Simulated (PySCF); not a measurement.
Compound: C₃H₉Tl.
Atom-mapped SMILES: `[CH3:1][Tl:2]([CH3:3])[CH3:4]` (hydrogens: H5, H6, H7 on C1; H8, H9, H10 on C3; H11, H12, H13 on C4)

Level of theory: PBE0-D3(BJ)/def2-SVP geometry optimisation, gas phase, def2 core potentials past Kr (PySCF 2.14.0).

**Question.** What internal coordinates does the optimisation give?

**Answer.** 
| bond | length (Å) | order |
| --- | --- | --- |
| C1–Tl2, Tl2–C3, Tl2–C4 | 2.226 | single |
| C1–H5 and 8 like bonds | 1.099 | single |

Bonds in one row agree within 0.01 Å and their mean is given. Orders are formal, as drawn. A selection of angles:
| angle | degrees |
| --- | --- |
| Tl2–C1–H5 | 108.4 |
| Tl2–C1–H6 | 110.5 |
| Tl2–C1–H7 | 110.7 |
| H5–C1–H6 | 108.5 |
| H5–C1–H7 | 108.8 |
| C1–Tl2–C3 | 120.5 |
| C1–Tl2–C4 | 119.1 |

All 3 C–Tl bonds measure 2.225 to 2.227 Å. Tl2 (thallium bonded to 3 C) is planar (angles 120.5°, 120.4° and 119.1°, sum 360.0°, 0.01 Å off the plane of its three neighbours). The 4 heavy atoms lie in one plane (0.005 Å rms).

No PBE0-D3(BJ)/def2-SVP frequencies stand behind this structure, so it isn't proved a minimum.

Time: 26 s of wall time; peak memory 0.49 GiB. Hardware: one thread of an Arm Neoverse V2, no GPU, on a shared host. That covers the optimisation of the geometry.
